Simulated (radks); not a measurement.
The numbers below are computed, except where a source is named.
How relativity changes the ionisation of the technetium ion Tc+ ([Kr] 4d5 5s1) to Tc2+ ([Kr] 4d5). Spin-unpolarised spherical Kohn-Sham, PBEsol, point nucleus unless stated (finite: rms radius 4.4112 fm), a radial shooting solver on a logarithmic mesh with Libxc functionals. A level marked "c x" has the speed of light scaled by that factor and shares open shells by 2j + 1; other Dirac levels either fill j = l - 1/2 first or share by 2j + 1.

| level | E(Tc+) (hartree) | E(Tc2+) (hartree) | IE (eV) | HOMO | <r> HOMO (bohr) |
|---|---|---|---|---|---|
| non-rel. | -4203.82584 | -4203.30035 | 14.299 | 5s | 3.104 |
| scalar-rel. | -4283.04199 | -4282.49660 | 14.841 | 5s | 3.017 |
| scalar-rel., finite nucleus | -4282.97755 | -4282.43217 | 14.841 | 5s | 3.017 |
| Dirac, 2j+1 shares | -4283.71980 | -4283.17440 | 14.841 | 5s1/2 | 3.018 |
| Dirac, low j first | -4283.74152 | -4283.19710 | 14.814 | 5s1/2 | 3.021 |
| Dirac, 2j+1 shares, finite nucleus | -4283.65524 | -4283.10985 | 14.841 | 5s1/2 | 3.018 |
| Dirac, c x 0.75 | -4351.75591 | -4351.19291 | 15.320 | 5s1/2 | 2.947 |
| Dirac, c x 2 | -4223.07745 | -4222.54724 | 14.428 | 5s1/2 | 3.083 |
| Dirac, c x 5 | -4206.87568 | -4206.34944 | 14.320 | 5s1/2 | 3.101 |

NIST Atomic Spectra Database: 15.260 eV (semi-empirical). The relativistic part of the total energy of Tc+ is -79.83 hartree (Dirac, 2j+1 shares, finite nucleus), 1.9 % of the non-relativistic value. Spin polarisation and multiplet splitting of open shells are left out at every level.

Beside tabulated values, note that relativity, absent from the non-relativistic runs, is large for the heavy elements, and spin-unpolarised runs miss the spin-polarisation part of the exchange energy of open shells.
